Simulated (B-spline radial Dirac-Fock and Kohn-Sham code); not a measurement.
**Subshell cross sections of Ti, photon energy 90.3 eV**

System: atomic titanium, configuration [Ar] 3d2 4s2.

Input of the calculation (task.json; shells as n, l, electrons):

```json
{"items": [{
  "Z": 22,
  "q": 0,
  "cfg": [[1, 0, 2], [2, 0, 2], [2, 1, 6], [3, 0, 2], [3, 1, 6], [3, 2, 2], [4, 0, 2]],
  "A": 48,
  "rrms": 3.5921,
  "do": ["binding", "quiet", "photo"],
  "hv": [25.7, 31.0, 51.9, 90.3, 135.0, 249.0, 325.0, 472.0, 638.0, 794.0, 1680.0, 2590.0, 3410.0, 10400.0, 10500.0, 15500.0, 16200.0, 17500.0, 23100.0, 47300.0, 64900.0, 130000.0, 135000.0, 147000.0]
}]}
```

Run with: `python xray_run.py task.json out`

Method: a relativistic central-field model (Hartree-Slater potential of the initial state, Latter tail, multipole expansion of the photon field, Dirac-Fock thresholds). Computed with a radial atomic solver. The asymmetry parameter β is from the dipole term alone. Kinetic energies are from the vacuum level. Open shells are spread statistically over j, without multiplet splitting.

| subshell | electrons | binding (eV) | kinetic (eV) | σ (kb) | β |
| --- | --- | --- | --- | --- | --- |
| 3s | 2 | 75.07 | 15.23 | 435 | 2.00 |
| 3p1/2 | 2 | 45.59 | 44.71 | 377 | 0.48 |
| 3p3/2 | 4 | 44.95 | 45.35 | ? | ? |
| 3d3/2 | 0.8 | 8.35 | 81.95 | 448 | 1.01 |
| 3d5/2 | 1.2 | 8.32 | 81.98 | 668 | 1.02 |
| 4s | 2 | 5.84 | 84.46 | 51.3 | 2.00 |

**Question.** What are σ and β for 3p3/2?

**Answer.** σ = 797 kb, the largest of all subshells and 29 % of the total, and β = 0.51.

At such low photon energies correlation between channels can change these cross sections by tens of per cent.

Run: 5.9 s of CPU time on 1 thread of Neoverse-V1 (shared host), peak memory 0.36 GiB.
